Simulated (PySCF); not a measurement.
C2H4FNSi, SMILES F[C@@H]1N=C[SiH2]1. Atoms are numbered in the order given.

```xyz
9

F     -0.9705    -1.6535    -0.1572
C     -0.5900    -0.4772     0.4381
N     -1.0896     0.7026    -0.3047
C     -0.0290     1.4318    -0.4500
Si     1.2190     0.1671     0.1871
H     -1.0098    -0.4585     1.4591
H     -0.0923     2.4338    -0.8962
H      2.1425     0.4569     1.3224
H      1.9692    -0.5362    -0.8861
```

The structure is a stationary point at TPSSh-D3(BJ)/def2-SVP. The structure was generated by enumeration; whether it is a known compound was not checked.

The numbers are results of PBE/pcSseg-1 (PySCF), not measurements.

GIAO shieldings, no solvent; atoms listed in one row are averaged. δ = σ(ref) − σ: ¹⁹F against CFCl3 (σ = 133.6 ppm); ¹³C against TMS (σ = 182.0 ppm); ¹⁵N against NH3 (σ = 267.0 ppm); ²⁹Si against TMS (σ = 335.4 ppm); ¹H against TMS (σ = 31.49 ppm), references at their B3LYP-D3(BJ)/def2-TZVP geometries, non-relativistic.

Computed chemical shifts:
| nucleus | atoms | count | δ (ppm) |
|---|---|---|---|
| ¹⁹F | F1 | 1 | -191.6 |
| ¹³C | C4 | 1 | 194.5 |
| ¹³C | C2 | 1 | 108.1 |
| ¹⁵N | N3 | 1 | 544.5 |
| ²⁹Si | Si5 | 1 | -10.3 |
| ¹H | H7 | 1 | 9.19 |
| ¹H | H8 | 1 | 6.64 |
| ¹H | H6 | 1 | 6.41 |
| ¹H | H9 | 1 | 6.04 |
